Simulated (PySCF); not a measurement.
Isomers of C6H11PS, mass 146.032 u with the commonest isotopes. The calculation used PBE0-D3(BJ)/def2-SVP geometry optimisation, gas phase (PySCF). One conformer each, none proved a minimum here; rigid rotors.

Question: Order these by radius of gyration √(Σ m r²/M), largest first.
A. `[CH3:1][S:2][CH2:3][P:4]=[C:5]=[C:6]([CH3:7])[CH3:8]` with C1–S2–C3–P4 71°, S2–C3–P4–C5 -102°
B. `S=[P@]12CC[C@H](CC1)C2`
C. `[CH3:1][C:2]1=[CH:3][CH2:4][P@:5]([CH3:6])(=[S:7])[CH2:8]1` with C2–C3–C4–P5 -16°, C3–C4–P5–C6 -84°, C4–P5–C8–C2 -21°, C1–C2–C8–P5 -165°

Answer: A (2.418 Å), C (2.120 Å), B (1.930 Å).

Question: Order these by out-of-plane moment Σ m c² = (Ia + Ib − Ic)/2, largest first.
A. `S=[P@]12CC[C@H](CC1)C2`
B. `[CH3:1][S:2][CH2:3][P:4]=[C:5]=[C:6]([CH3:7])[CH3:8]` with C1–S2–C3–P4 71°, S2–C3–P4–C5 -102°
C. `[CH3:1][C:2]1=[CH:3][CH2:4][P@:5]([CH3:6])(=[S:7])[CH2:8]1` with C2–C3–C4–P5 -16°, C3–C4–P5–C6 -84°, C4–P5–C8–C2 -21°, C1–C2–C8–P5 -165°

Answer: C (84.54 u·Å²), A (67.11 u·Å²), B (44.44 u·Å²).

Question: Order these by rotational constant C, largest first.
A. `[CH3:1][S:2][CH2:3][P:4]=[C:5]=[C:6]([CH3:7])[CH3:8]` with C1–S2–C3–P4 71°, S2–C3–P4–C5 -102°
B. `[CH3:1][C:2]1=[CH:3][CH2:4][P@:5]([CH3:6])(=[S:7])[CH2:8]1` with C2–C3–C4–P5 -16°, C3–C4–P5–C6 -84°, C4–P5–C8–C2 -21°, C1–C2–C8–P5 -165°
C. `S=[P@]12CC[C@H](CC1)C2`

Answer: C (1060 MHz), B (884.1 MHz), A (624.4 MHz).

```
                SMILES  point group  Ia (u·Å²)  Ib (u·Å²)  Ic (u·Å²)      κ  μa (D)  μb (D)  μc (D)
   CC1=CC[P@](C)(=S)C1           C1     180.86     559.88     571.66  -0.98    4.50    1.24    1.45
S=[P@]12CC[C@H](CC1)C2           Cs     181.22     429.85     476.85  -0.87    4.93    0.00    0.21
          CSCP=C=C(C)C           C1     218.01     680.27     809.41  -0.86    2.30    1.54    1.32
```
